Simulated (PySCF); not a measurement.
Si(H)3(NCO) (CH3NOSi), SMILES O=C=N[SiH3]. Geometry: PBE0-D3(BJ)/def2-SVP.

Question: Give the equilibrium geometry at PBE0-D3(BJ)/def2-SVP (PySCF confirms it by a frequency run) as Cartesian coordinates in Å, and its point group. (The exact figures need the calculation; the answer reports its results.)

Answer: point group C3v.
```xyz
7

Si     0.0000     0.0000    -1.5987
N      0.0000     0.0000     0.1214
C      0.0000     0.0000     1.3177
O      0.0000     0.0000     2.4855
H     -1.2194    -0.7040    -2.0861
H      0.0000     1.4080    -2.0861
H      1.2194    -0.7040    -2.0861
```
